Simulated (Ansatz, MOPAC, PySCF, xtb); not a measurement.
Complex: C2H4 (SMILES C=C) (first 6 atoms) with CH4O (SMILES CO); geometry from B3LYP-D3(BJ)/def2-TZVP, rigid monomers moved along the line of their centres of mass till C2···H12 is 2.23 Å.
(charge 0, multiplicity 1):
```xyz
12

C      0.5947    -0.2668    -0.0486
C     -0.6463     0.2019    -0.0443
H      0.8193    -1.2824    -0.3511
H      1.4361     0.3478     0.2483
H     -0.8696     1.2185     0.2562
H     -1.4879    -0.4110    -0.3431
C      0.1572     0.4129     3.4889
O     -0.3078    -0.7977     2.9179
H      1.1939     0.6331     3.2075
H      0.1156     0.2956     4.5714
H     -0.4690     1.2696     3.2124
H     -0.2758    -0.7089     1.9571
```

Counterpoise-corrected where a basis set is named; no monomer relaxation. Rows marked so take none.

Cores are frozen in the correlated methods. Rows in 6-311+G**, 6-31G* carry no dispersion term and start afresh at each structure (6-31G* with six Cartesian d functions). MP2/6-31G* freezes PySCF's default core. The state reached by PM3, PM6 isn't checked.

The values were computed with Ansatz (a program for electronic structure); MOPAC for PM3, PM6 (differences of heats of formation); PySCF for 6-311+G** rows, 6-31G* rows; xtb for the GFN methods. Values without a source in brackets are computed.

| level | interaction energy (kJ/mol) |
|---|---|
| PM3 | -2.3 |
| PM6 | 0.3 |
| GFN1-xTB | -10.0 |
| HF/6-31G* (no counterpoise) | 0.9 |
| B3LYP/6-31G* | -1.2 |
| B3LYP/6-311+G** (no counterpoise) | -2.3 |
| MP2/6-31G* (no counterpoise) | -11.4 |
| MP2/aug-cc-pVDZ | -6.7 |
| CCSD(T)/aug-cc-pVDZ | (withheld) |

### Question
What belongs in the gaps?

### Answer

- CCSD(T)/aug-cc-pVDZ, interaction energy (kJ/mol): -4.9
